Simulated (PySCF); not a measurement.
C2H5OS, SMILES [CH2]S(C)=O, multiplicity 2. Geometry optimised at PBE-D3(BJ)/def2-SVP. The isomer is the one that the SMILES or the coordinates give; other isomers of the formula were not compared.

These are PBE-D3(BJ)/def2-SVP run with PySCF 2.14.0 values and carry that method's errors.

Harmonic wavenumbers (cm⁻¹): 190, 202, 263, 301, 350, 530, 596, 696, 827, 889, 913, 1112, 1225, 1295, 1366, 1382, 2985, 3064, 3117, 3125, 3204. Rotational constants (GHz): 7.318, 6.957, 4.099; symmetry number 1.

Q: Work out the zero-point energy and the ideal-gas rigid-rotor harmonic-oscillator thermochemistry at 298.15 K and 1 atm.

A: ZPE = ½ Σ hcν = ½ × 27633 cm⁻¹ = 39.50 kcal/mol. H − E(el) = 43.82 kcal/mol. Entropy in cal/(mol K): translation 38.94, rotation 24.85, vibration 10.55, spin 1.38, total 75.72. G − E(el) = 21.25 kcal/mol. Cp = 22.13 cal/(mol K).
